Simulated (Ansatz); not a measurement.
C$_{8}$H$_{16}$ (`CC(C)/C=C/C(C)C`), charge 0, multiplicity 1.

Task: Give a relaxed structure at PBE0-D4/def2-TZVP (the Gaussian-basis code of Ansatz). (An estimate is asked.)

Result: Computed: 
Cartesian coordinates in Å:
```
C 0.6721 -2.0387 -2.0774
C -0.4715 -1.3301 -1.3570
C -1.5903 -2.3131 -1.0239
C 0.0232 -0.6521 -0.1184
C -0.0245 0.6520 0.1190
C 0.4709 1.3300 1.3572
C 1.5906 2.3118 1.0233
C -0.6717 2.0401 2.0777
H 1.1174 -2.8050 -1.4350
H 0.3166 -2.5324 -2.9858
H 1.4605 -1.3356 -2.3544
H -0.8755 -0.5592 -2.0241
H -1.2319 -3.0889 -0.3400
H -2.4309 -1.8072 -0.5443
H -1.9570 -2.8095 -1.9264
H 0.4560 -1.3089 0.6389
H -0.4575 1.3087 -0.6382
H 0.8745 0.5591 2.0245
H 1.2325 3.0880 0.3398
H 1.9588 2.8076 1.9255
H 2.4301 1.8049 0.5428
H -0.3152 2.5345 2.9854
H -1.1169 2.8060 1.4349
H -1.4603 1.3379 2.3560
```
Point group C2h.
This is one stationary point; other conformers may exist.
